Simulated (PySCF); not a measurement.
## Simulated absorption spectrum

Species: C3H9AlF2OS.
Z-matrix (Å and degrees, PBE0-D3(BJ)/def2-SVP geometry), rows numbered from 1:
```
C 
S   1  1.8065
C   2  1.8057  1  100.95
Al  2  2.4545  1   97.40  3   104.18
O   4  1.7732  2  101.07  1  -179.00
C   5  1.3082  4  132.00  2    44.39
F   6  1.3774  5  111.32  4   -67.03
F   6  1.3693  5  112.01  4    49.14
H   1  1.0984  2  106.98  3  -176.60
H   1  1.0999  2  110.60  3   -57.31
H   1  1.0983  2  109.54  3    64.91
H   3  1.0970  2  106.11  1   175.23
H   3  1.0991  2  110.32  1    56.55
H   3  1.0983  2  109.19  1   -66.01
H   4  1.5971  2   98.13  1   -58.86
H   4  1.5888  2  100.86  1    65.57
H   6  1.1039  5  113.65  4   171.71
```

The calculation used TDDFT wB97X-D/def2-SVPD, vertical, gas phase, core orbitals frozen in the response in PySCF 2.14.0, density-fitted response routines.

Computed states:

```
state  E (eV)       f
   S1    6.68  0.0095
   S2    6.91  0.0012
   S3    7.56   0.119
   S4    7.72  0.0032
   S5    7.85   0.070
   S6    7.90   0.049
   S7    7.96   0.094
   S8    8.39   0.166
   S9    8.43   0.156
  S10    8.60   0.041
```

Broadening: Gaussians 0.4 eV wide at half height, area fixed by f = 4.319×10⁻⁹ ∫ε dν̃. The cross-section is σ = 3.8235×10⁻²¹ ε cm², given in Mb (10⁻¹⁸ cm²). The width is an assumption, not a result. The curve ends short of the highest state used, and states not computed would add to its high-energy end.

Q: Give the broadened spectrum and its maxima.

A: 
λ (nm), σ (Mb) and a bar:
```
    155.0      52.63 ###########################
    155.8      55.85 #############################
    156.7      58.12 ##############################
    157.6      58.45 ##############################
    158.5      57.01 #############################
    159.4      54.42 ############################
    160.3      51.35 ##########################
    161.2      48.28 #########################
    162.1      45.34 #######################
    163.0      42.34 ######################
    163.9      39.00 ####################
    164.7      35.56 ##################
    165.6      31.11 ################
    166.5      26.22 #############
    167.4      21.20 ###########
    168.3      16.39 ########
    169.2      12.12 ######
    170.1       8.57 ####
    171.0       5.81 ###
    171.9       3.80 ##
    172.8       2.42 #
    173.7       1.55 #
    174.5       1.09 #
    175.4       0.83 
    176.3       0.76 
    177.2       0.82 
    178.1       0.97 
    179.0       1.19 #
    179.9       1.45 #
    180.8       1.72 #
    181.7       1.99 #
    182.6       2.23 #
    183.4       2.40 #
    184.3       2.54 #
    185.2       2.58 #
    186.1       2.55 #
    187.0       2.43 #
    187.9       2.25 #
    188.8       2.01 #
    189.7       1.74 #
    190.6       1.46 #
    191.5       1.19 #
    192.3       0.97 
    193.2       0.75 
    194.1       0.56 
    195.0       0.41 
    195.9       0.29 
    196.8       0.20 
    197.7       0.14 
    198.6       0.09 
    199.5       0.06 
    200.4       0.04 
    201.3       0.02 
    202.1       0.01 
    203.0       0.01 
    203.9       0.00
```

Maxima: 185 nm (6.69 eV), ε about 680, made up of S1 (95%); 157 nm (7.88 eV), ε about 15000, made up of S5 (30%), S6 (21%) and S7 (37%) (ε in L mol⁻¹ cm⁻¹; maxima over ε = 5, shares over 10%).

Q: What would ε be at 7.88 eV, the highest of these maxima, with half the width (0.2 eV)?

A: About 23400 L mol⁻¹ cm⁻¹ against 15300, a factor of about 1.5; a lone state at its own centre would give exactly 2.

Q: Coming from long wavelengths, where does ε first pass 100 L mol⁻¹ cm⁻¹?

A: At about 195 nm (6.35 eV), 0.33 eV below S1.

Q: On this curve, what absorbance would a 10⁻³ mol/L sample give at 193 nm over a 1 cm path?

A: 193 nm is 6.424 eV, where ε is about 210 L mol⁻¹ cm⁻¹, so A = ε c l ≈ 0.21 (Beer–Lambert, with the gas-phase spectrum and the assumed width).

The vertical ionisation energy (ΔSCF) is 10.05 eV, 1.45 eV above S10.

Time: 3.9 min wall; peak memory 1.3 GiB. Hardware: one thread of an Arm Neoverse V1, shared host with 64 logical CPUs at a one-minute load of 31.

One conformer stands for the species.
